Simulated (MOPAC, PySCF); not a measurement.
H$_{3}$GaO$_{2}$, SMILES `[GaH]([OH])[OH]` (H–O–Ga–O torsion -180°, O–Ga–O–H torsion -180°), neutral singlet in the gas phase. 

Cartesian coordinates (Å):
SMILES: [GaH]([OH])[OH]
```xyz
6

O     -1.5140    -0.6341     0.1869
Ga     0.0169     0.2376    -0.0507
O      1.4082    -0.8539     0.1302
H     -2.2922    -0.0813     0.0977
H      0.1247     1.7551    -0.3738
H      2.2564    -0.4234     0.0097
```
Charge 0, spin multiplicity 1.

All levels are single points at this geometry (PBE0-D3(BJ)/def2-TZVP); Pople sets use spherical d functions. Orbital energies aren't observables, and empty levels follow the basis.

```tsv
level	HOMO (eV)	LUMO (eV)	gap (eV)	dipole (D)	vertical IE, Delta-SCF (eV)
PBE-D3(BJ)/def2-TZVP in PySCF	-7.00	-1.32	5.68	2.76	–
TPSSh-D3(BJ)/def2-TZVP in PySCF	-7.74	-0.84	6.91	2.86	–
B3LYP/LANL2DZ in PySCF	-8.14	-0.78	7.35	4.14	–
BP86/6-31G* in PySCF	-6.75	-1.21	5.54	2.86	–
M06-2X/6-31G* in PySCF	-10.05	0.06	10.11	3.28	–
HF/3-21G in PySCF	-11.84	2.38	14.22	4.04	–
HF/STO-3G in PySCF	-7.53	6.18	13.71	2.37	–
AM1 in MOPAC	-11.49	-1.96	9.53	3.74	–
PM6 in MOPAC	-11.67	0.04	11.71	4.30	–
```
